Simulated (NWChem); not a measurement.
Species: CH4Si, singlet; SMILES [SiH]C

```xyz
6

Si     0.1227    -0.7589    -0.0004
H     -1.4054    -0.9381     0.0015
C      0.0422     1.1423    -0.0010
H      1.0287     1.6282    -0.0068
H     -0.5222     1.4919     0.8836
H     -0.5354     1.4951    -0.8756
```
Atoms are numbered in this order, from 1.

Program: NWChem. Geometry optimised at PBE0/def2-SVP; all other runs use it. Low-valent species are run as closed-shell singlets; no triplet was tried in these runs.

```json
[
 {"quantity": "vertical, lowest state with f > 0.02, singlet (eV)", "level": "PBE0/def2-SVPD, TDA", "value": "2.59"},
 {"quantity": "solvation free energy (kcal/mol) in water", "level": "PBE0/def2-SVP, SMD", "value": "-0.6"},
 {"quantity": "anisotropy (bohr³), static", "level": "PBE0/def2-SVPD", "value": "(withheld)"},
 {"quantity": "vertical ionisation energy, ΔSCF (eV)", "level": "PBE/def2-SVP", "value": "(withheld)"},
 {"quantity": "dipole (D)", "level": "PBE0/def2-SVP", "value": "1.22"},
 {"quantity": "highest harmonic frequency (cm⁻¹)", "level": "PBE0/def2-SVP", "value": "(withheld)"}
]
```

Fill in the missing entries.


- anisotropy (bohr³), static, value: 11.7
- vertical ionisation energy, ΔSCF (eV), value: 8.54
- highest harmonic frequency (cm⁻¹), value: 3166
